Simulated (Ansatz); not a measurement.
A nudged elastic band was laid between two geometries of H₅OSbSi (8 atoms, charge 0, multiplicity 1).

Computed with RKS PBE-D4/def2-SVP in Ansatz.

```yaml
movable_images: 9
climbing_image: yes
spring: 5.0 eV/Å²
optimiser: quadratic models (default)
start_path: IDPP
force_threshold: 0.05 eV/Å
iteration_limit: 60
end_points: relaxed
```

Initial state:

```xyz
8
Properties=species:S:1:pos:R:3
Si -0.850 1.049 -0.350
O 0.415 0.296 0.445
Sb 1.466 -1.333 -0.152
H -2.134 0.261 -0.237
H -0.563 1.236 -1.823
H -1.049 2.396 0.285
H 2.361 -1.388 1.338
H 0.354 -2.517 0.494
```

Final state:

```xyz
8
Properties=species:S:1:pos:R:3
Si -0.639 1.002 -0.167
O 0.405 0.411 1.006
Sb 1.337 -1.385 0.975
H -1.853 0.116 -0.324
H 0.038 1.099 -1.515
H -1.080 2.373 0.264
H 1.847 -1.304 -0.698
H -0.055 -2.312 0.459
```

Which bonds break or form, and what moves?

No bond is made or broken. The height of Sb3 over the plane of its neighbours goes from 1.01 to -0.99 Å.

Give the energies along the band, and the barrier.

The forces met the threshold. The highest image is number 5 of 0 to 10, 262.4 kJ/mol above the first end and 267.5 kJ/mol above the last; the last end lies 5.1 kJ/mol below the first. Neighbouring images differ by up to 2.1 eV, so the band resolves the path poorly. A vibrational analysis at the climbing image gives one clearly imaginary mode, 1260i cm⁻¹: a first-order saddle point.

| image | path coordinate (Å) | energy (kJ/mol) | height of Sb3 over the plane of its neighbours (Å) |
| --- | --- | --- | --- |
| 0 | 0.00 | 0.0 | 1.01 |
| 1 | 0.61 | 0.1 | 1.01 |
| 2 | 1.22 | 0.2 | 1.01 |
| 3 | 1.83 | 5.1 | 0.98 |
| 4 | 2.44 | 63.4 | 0.68 |
| 5 | 3.05 | 262.4 | 0.01 |
| 6 | 3.36 | 155.1 | -0.36 |
| 7 | 3.68 | 39.2 | -0.70 |
| 8 | 4.00 | 1.5 | -0.91 |
| 9 | 4.32 | -3.8 | -0.97 |
| 10 | 4.63 | -5.1 | -0.99 |

What is the geometry of the highest image?


```xyz
8
Properties=species:S:1:pos:R:3
Si -0.729 1.036 -0.460
O 0.152 0.499 0.893
Sb 0.995 -1.324 0.728
H -1.897 0.135 -0.762
H 0.137 1.142 -1.687
H -1.228 2.401 -0.070
H 2.543 -1.310 0.111
H 0.030 -2.579 1.247
```

Time of the run: 7 min on 1 thread of Intel(R) Xeon(R) Processor @ 2.70GHz (shared host), peak memory 0.13 GiB.
